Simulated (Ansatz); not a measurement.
The same group exchange along the group O, S, Se.

Isolated molecules relaxed with PBE0-D4/def2-TZVP in Ansatz; ΔE leaves out vibrations. CBS: MP2 limit from def2 TZ/QZ plus the TZ coupled-cluster correction, frozen cores. This one scheme is used for every species. DFT in def2-TZVPP. For Se outer-core shells are correlated without core-valence functions, which leaves a few kJ/mol of doubt a bond. Scalar relativity is left out up to krypton. Each species was taken in one conformer, which may not be the lowest.

```csv
reaction,ωB97M-V (eV),HF/CBS(def2) (eV),LDA (SPW92) (eV),CCSD(T)/CBS(def2) (eV)
`O[Si](O)(F)F` + `CF` → CH₃OH + `O[Si](F)(F)F`,-0.30,-0.33,-0.30,-0.35
`F[Si](F)(S)S` + `CF` → CH₃SH + `F[Si](F)(F)S`,-1.29,-1.44,-1.21,-1.36
`F[Si](F)([SeH])[SeH]` + `CF` → `C[SeH]` + `F[Si](F)(F)[SeH]`,-1.34,-1.49,-1.24,-1.39
```

Largest T1 diagnostic: 0.012, for `F[Si](F)(S)S`.
